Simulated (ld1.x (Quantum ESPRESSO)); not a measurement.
arsenic: excitation energies, all-electron against ultrasoft

As, ultrasoft, made with ld1.x (Quantum ESPRESSO) 7.5 (PBEsol, scalar-relativistic). Core [Ar], reference 3d10 4s2 4p2 (charge +1). Waves: 4s (bound): rcut 1.25, rcutus 1.60 bohr; 4s channel at 0.85 Ry: rcut 1.25, rcutus 1.60 bohr; 4p (bound): rcut 1.30, rcutus 1.80 bohr; 4p channel at -0.05 Ry: rcut 1.30, rcutus 1.80 bohr; 3d (bound): rcut 1.05, rcutus 1.35 bohr; 3d channel at -3.1 Ry: rcut 1.05, rcutus 1.35 bohr. Local part: all-electron potential smoothed inside 1.10 bohr (lloc = -2). Core correction: Bessel-smoothed model core inside 1.00 bohr. Augmentation charge: PSQ, inside the norm-conserving radii.

Energies are relative to the spin-unpolarised reference configuration 3d10 4s2 4p2; without spin polarisation the order of configurations can differ from experiment. The frozen-core shift is the all-electron ΔE with the core orbitals held at their reference shape minus the fully relaxed ΔE.

| valence configuration | charge | ΔE all-electron (eV) | error AE − PS (meV) | frozen-core shift (meV) |
| --- | --- | --- | --- | --- |
| 3d10 4s2 4p1 | +2 | 17.941 | -2.7 | +2.2 |
| 3d10 4s2 4p0 | +3 | 45.664 | -7.8 | +7.5 |
| 3d9 4s2 4p3 | +1 | 41.671 | -237 | +343 |
| 3d10 4s0 4p5 | 0 | 9.915 | -0.4 | +0.8 |
| 3d10 4s1 4p0 | +4 | 96.293 | -25 | +24 |
| 3d9 4s2 4p4 | 0 | 30.937 | -227 | +332 |

Question: What are ΔE and the potential's error for 3d10 4s2 4p3?

Answer: ΔE = -9.158 eV all-electron; the error (AE − PS) is +1.4 meV.

A variational frozen-core shift is positive and of second order in the change. This column holds negative values, so the frozen-core run of ld1.x carries numerical noise or an error of first order here, and the column gives no more than the rough size of the effect.
